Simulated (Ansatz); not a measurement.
B4P5⁻. Charge -1, multiplicity 1. Geometry B3LYP-D4/def2-SVPD; atoms count from 1.

```csv
atom,x (Å),y (Å),z (Å)
B1,1.2491,-0.4327,0.1577
B2,-0.1063,0.8221,-0.7174
B3,0.7928,-0.7146,-1.3371
B4,-0.7264,-0.7897,-0.2241
P5,0.1826,-1.4239,1.4449
P6,1.2960,1.4682,0.5595
P7,-1.7410,0.7633,0.3048
P8,-0.2916,0.7685,2.1438
P9,-0.6552,-0.4611,-2.3322
```

Another isomer (singlet) lies 0.37 eV lower at PBE0-D4/def2-TZVPD; other spin states weren't run for this one.

(1) Estimate the Mulliken populations from the PBE0/def2-TZVPD orbitals of Ansatz.

(2) And the Mayer bond orders between bonded heavy atoms (over 0.3)?

Results:

(1) 
| atom | charge (e) |
| --- | --- |
| B1 | 0.93 |
| B2 | 0.53 |
| B3 | -0.49 |
| B4 | 0.53 |
| P5 | -0.56 |
| P6 | -0.56 |
| P7 | -0.52 |
| P8 | -0.38 |
| P9 | -0.49 |
Mulliken values and Mayer orders depend strongly on the basis. With diffuse functions, as here, like atoms can get unlike values, and bond orders can come out too low or too high.

(2) B1–B2 0.58 (2.04 Å); B1–B3 0.60 (1.59 Å); B1–B4 0.58 (2.04 Å); B1–P5 0.33 (1.94 Å); B1–P6 0.33 (1.94 Å); B2–B3 0.62 (1.89 Å); B2–B4 1.18 (1.80 Å); B2–P6 0.36 (2.00 Å); B2–P7 0.53 (1.93 Å); B2–P9 0.54 (2.13 Å); B3–B4 0.62 (1.88 Å); B3–P9 1.11 (1.78 Å); B4–P5 0.36 (2.00 Å); B4–P7 0.53 (1.93 Å); B4–P9 0.54 (2.13 Å); P5–P8 1.00 (2.35 Å); P6–P8 1.00 (2.35 Å); P7–P8 0.95 (2.34 Å). Values over 0.3 also appear between atoms too far apart for a bond (B2–P5 0.36 at 3.13 Å; B4–P6 0.36 at 3.13 Å); they arise where an orbital or an unpaired electron spreads over both atoms.
